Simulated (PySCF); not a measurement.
**C₆ coefficients of unlike pairs at PBE0**

Calculated with PySCF 2.14 from the dipole response of each species, C₆(A,B) = (3/π) ∫ α_A(iu) α_B(iu) du, in atomic units, from isotropic polarisabilities. For ions this is the dispersion term alone; charge-induced terms of lower order in 1/R come first.

```tsv
species	configuration	basis	relativity	α (bohr³)	C₆ (like pair)
Si+	[Ne] 3s2 3p1 (2P)	x2c-QZVPPall with one added diffuse shell each of s, p, d, f type (10s7p5d3f1g)	spin-free X2C	19.01	100.5
S+	[Ne] 3s2 3p3 (4S)	dyall-av2z (13s9p2d)	none	10.93	55.01
B(3+)	1s2 (1S)	aug-cc-pVDZ (4s3p2d)	none	0.009295	0.0004827
Ti	[Ar] 3d2 4s2 (3F)	dyall-av2z (16s12p7d2f)	none	111.0	1302
```

Task: Estimate C₆ for S+ with Si+.

Result: The integral gives 72.22. The combination rule 2 C_A C_B / (C_A α_B/α_A + C_B α_A/α_B) gives 72.07 and the geometric mean 74.37.

No spin-orbit coupling is included.

The other pairs:

| pair | C₆ |
| --- | --- |
| B(3+), S+ | 0.08886 |
| Ti, Si+ | 330.2 |
| Ti, B(3+) | 0.2562 |
| B(3+), Si+ | 0.1005 |
| Ti, S+ | 217.9 |
